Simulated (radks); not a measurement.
The numbers below are computed, except where a source is named.
Question: Radial electron density D(r) = 4 pi r^2 rho(r) of an atom or ion with 44 electrons. Level of theory: Dirac Kohn-Sham, exchange-only PBE, spin-unpolarised, spherical densities, finite nucleus; Fermi nuclear charge, rms radius of each element as measured or else 0.836 A^(1/3) + 0.57 fm (a radial shooting solver on a logarithmic mesh with Libxc functionals).

```
   r/bohr * D(r) (the largest magnitude, 78, reaches the edge; | marks zero)
 0.001845 |  *
 0.002114 |  *
 0.002442 |   *
  0.00282 |     *
  0.00323 |      *
 0.003731 |        *
 0.004309 |          *
 0.004936 |            *
 0.005701 |               *
 0.006531 |                  *
 0.007543 |                     *
 0.008711 |                         *
 0.009981 |                             *
  0.01153 |                                 *
  0.01331 |                                     *
  0.01525 |                                        *
  0.01761 |                                          *
  0.02034 |                                           *
   0.0233 |                                           *
  0.02691 |                                         *
  0.03108 |                                        *
  0.03561 |                                      *
  0.04113 |                                     *
   0.0475 |                                     *
  0.05441 |                                        *
  0.06284 |                                            *
  0.07258 |                                                 *
  0.08315 |                                                     *
  0.09603 |                                                      *
     0.11 |                                                    *
   0.1271 |                                               *
   0.1467 |                                         *
   0.1681 |                                     *
   0.1942 |                                     *
   0.2242 |                                        *
   0.2569 |                                           *
   0.2967 |                                           *
   0.3426 |                                      *
   0.3925 |                              *
   0.4533 |                     *
   0.5236 |              *
   0.5998 |            *
   0.6927 |            *
      0.8 |             *
   0.9166 |             *
    1.059 |          *
    1.222 |       *
    1.401 |    *
    1.617 |  *
    1.853 | *
     2.14 |*
    2.472 *
    2.832 *
     3.27 *
    3.777 *
    4.327 *
```

What is the nuclear charge?

Answer: Z = 48. The innermost maximum, from 1s, lies near gamma/Z bohr with gamma = sqrt(1 - (Z/c)^2) = 0.937, here 0.0195 bohr (found: 0.0213), and its height grows with Z. The density is that of the cadmium ion Cd4+ in [Kr] 4d8; the configuration itself is not fixed sharply by these data, and Z only to a few units. D(r) has 4 maxima, at r = 0.0213, 0.0938, 0.281, 0.826 bohr, and minima at 0.0425, 0.182, 0.619 bohr, inside which lie 2.05, 11.14, 28.99 electrons.
